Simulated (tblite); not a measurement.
H₁₂Si₅, charge +1, doublet, geometry from GFN2-xTB (a state made from the parent by changing its charge; the spin is typed, not shown lowest); GFN1-xTB with ALPB(water) (tblite).

The tblite input:
```
$ tblite run mol.xyz --method gfn1 --charge 1 --spin 1 --alpb water --json tblite.json --no-restart

# file mol.xyz
17

Si    -0.25310907    -2.10767374    -1.16153954
Si    -0.00493928     0.00604900    -0.00649941
Si    -0.37198370     2.10080515    -1.15812306
Si    -1.70641778    -0.05581147     1.71192735
Si     2.33502040     0.05813586     0.61132287
H     -1.61992800    -2.10188582    -1.67691024
H     -0.01411831    -3.24864787    -0.28647268
H      0.70579989    -2.06426398    -2.26262025
H     -0.17709254     3.25390838    -0.28784835
H     -1.74309288     2.03186722    -1.65786410
H      0.57339102     2.10400946    -2.27198950
H     -3.05772283    -0.04371138     1.16609495
H     -1.44627122    -1.27496059     2.47362373
H     -1.44995516     1.12167623     2.53780823
H      2.53239503    -1.12441119     1.44608538
H      3.22171230     0.05213011    -0.54527641
H      2.49489495     1.27322203     1.40613391
```

Problem. Write the output that tblite gives for this input, abridged.

Solution. 
```
xTB calculator
 | screened Coulomb repulsion
 | Coulomb electrostatics
 |  * isotropic Klopman-Ohno-Mataga-Nishimoto electrostatics
 |  * onsite third-order electrostatics
 | DFT-D3(BJ) dispersion correction
 | Interactions (3)
 | [1] alpb/gbsa reaction field model
 | [2] cds contribution to solvation
 | [3] empirical free energy shift and standard state/solvent correction

halogen bonding energy    0.0000000000000E+00 Eh
repulsion energy          1.3162546907896E-01 Eh
dispersion energy        -8.7917361378039E-03 Eh
interaction energy        1.4996511056325E-04 Eh
number of electrons       3.1000000000000E+01 e
integral cutoff           2.8146159136829E+01 bohr

------------------------------------------------------------
  cycle        total energy    energy error   density error
------------------------------------------------------------
      1     -15.23191657905  -1.5354900E+01   2.9829536E-01
      2     -15.26739762147  -3.5481042E-02   1.6550467E-01
      3     -15.26824516755  -8.4754608E-04   3.7325435E-02
      4     -15.27005934453  -1.8141770E-03   1.0823940E-02
      5     -15.27026515859  -2.0581406E-04   1.0000946E-03
      6     -15.27026760839  -2.4498045E-06   5.3038425E-04
      7     -15.27026804260  -4.3420508E-07   2.2841205E-04
      8     -15.27026813781  -9.5214022E-08   2.6684102E-05
      9     -15.27026813888  -1.0705676E-09   9.3814535E-06
------------------------------------------------------------

electronic energy        -1.5393251836935E+01 Eh
total energy             -1.5270268138883E+01 Eh

Post processing:
 | Mayer-Wiberg bond orders

[Info] JSON dump of results written to 'tblite.json'
```
